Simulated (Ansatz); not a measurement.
Gas-phase reaction in SMILES: N[SiH2][SiH2]N + H+ -> N[SiH2][SiH2][NH3+] (at N, the best of the heteroatom sites tried; carbon was not tried)

Wanted: proton affinity (enthalpy at 298 K), in kcal/mol. Positive where the reaction releases energy. Set-up: valence correlation only; no dispersion term unless named; LANL2DZ with its own core potentials from Na on; 6-31G* and kin with 6d, 5d where marked; spin-orbit terms left out; non-relativistic; 6-311+G** with 5d, 6d on Na to Ar in Ansatz (a program for electronic structure). CBS marks a two-point X^-3 extrapolation of the correlation energy; Hartree-Fock from the larger set. First-principles rows: single points at B3LYP-D3(BJ) geometries (Ansatz), with unscaled harmonic terms from B3LYP/6-31G* (Ansatz) at its own minima.

Coupled cluster (Ansatz) is a level with limits of its own, used here on species with T1 under 0.025 (0.045 for open shells) and stable references: CCSD(T)/CBS(cc-pV(T+d)Z,cc-pV(Q+d)Z).

Value to compare with, CCSD(T)/CBS(cc-pV(T+d)Z,cc-pV(Q+d)Z) (Ansatz): 219.5 kcal/mol.

| level | program | proton affinity (enthalpy at 298 K) (kcal/mol) | difference |
|---|---|---|---|
| PBE/STO-3G | Ansatz | 300.7 | 81.2 |
| PBE/3-21G | Ansatz | 240.0 | 20.5 |
| PBE/LANL2DZ | Ansatz | 232.8 | 13.3 |
| PBE/6-31G* | Ansatz | 228.2 | 8.7 |
| PBE/def2-SVP | Ansatz | 227.2 | 7.7 |
| PBE/6-311+G** | Ansatz | 223.0 | 3.5 |
| PBE/def2-TZVPD | Ansatz | 220.4 | 0.9 |

Among the 6 habitual levels, PBE/STO-3G lies farthest from CCSD(T)/CBS(cc-pV(T+d)Z,cc-pV(Q+d)Z) (Ansatz) (81.2 kcal/mol) and PBE/6-311+G** nearest (3.5); 6 of 6 lie above it, and their mean absolute difference is 22.5 kcal/mol, the median 11.0. One case shows no general order.

The sets are all those run for this method; left out are runs that failed, that the program found above a lower state of the same kind, or whose <S^2> lies over 0.5 above the pure value.
